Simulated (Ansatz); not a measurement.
`BC[SiH2]F` → B• + C• + F• + 6 H• + Si•  (atomization)

Program: Ansatz. Geometries: PBE0-D4/def2-TZVP. ΔE: electronic, gas phase. CCSD(T)/CBS is the MP2 limit (def2-TZVPP, def2-QZVPP) plus CCSD(T) − MP2 in def2-TZVPP, frozen cores. This one scheme is used for every species, atoms too. DFT in def2-TZVPP. Open shells (•) are unrestricted, without spin–orbit coupling. Spin–orbit coupling would lower the free atoms: a little for B, C, F, Si. One conformer a species, not always the lowest.

```
    species  r2SCAN0-D4 energy (Eh)
`BC[SiH2]F`              -455.89711
         B•               -24.63894
         C•               -37.83406
         F•               -99.72093
         H•                -0.49987
        Si•              -289.33975
```

Task: Work out ΔE.

Result: ΔE = 6 × (-0.49987) + (-24.63894) + (-37.83406) + (-99.72093) + (-289.33975) − (-455.89711) = 1.36421 Eh = +37.12 eV. CCSD(T)/CBS gives +37.34 eV.

Task: What do rigid-rotor, harmonic-oscillator terms from PBE0-D4/def2-TZVP frequencies (298.15 K, 1 bar) make of the CCSD(T)/CBS value? (Best estimate.)

Result: The calculation gave: ΔZPE = -1.84 eV, ΔH = +35.95 eV, ΔS = 1006 J/(mol·K), ΔG = +32.84 eV. Open shells count their whole term as degenerate.

Largest T1 diagnostic among the species: 0.014.

From BLYP to BHLYP (50 % exact exchange), in def2-TZVPP and without D4, ΔE moves by −0.14 eV: exact exchange takes away binding that semilocal exchange gives to molecules. At CCSD(T), def2-SVP lies −2.06 eV from the extrapolated value and def2-TZVPP −0.84 eV: correlation converges slowly with the basis, and small sets miss more of it in the bonded molecule than in its fragments. Leaving LDA and LC-ωPBE aside and taking each functional with its dispersion term where it has one, the values, not all of them listed here, spread over 0.85 eV, from revPBE-D4 to CAM-B3LYP-D4. LDA lies +4.33 eV from PBE without D4, its usual overbinding.

For atomizations the MP2-based limit and the directly extrapolated one differ by several kJ/mol either way, and by 10 to 25 for some Ge, Se and Sn compounds, so smaller differences from it don't rank the levels.
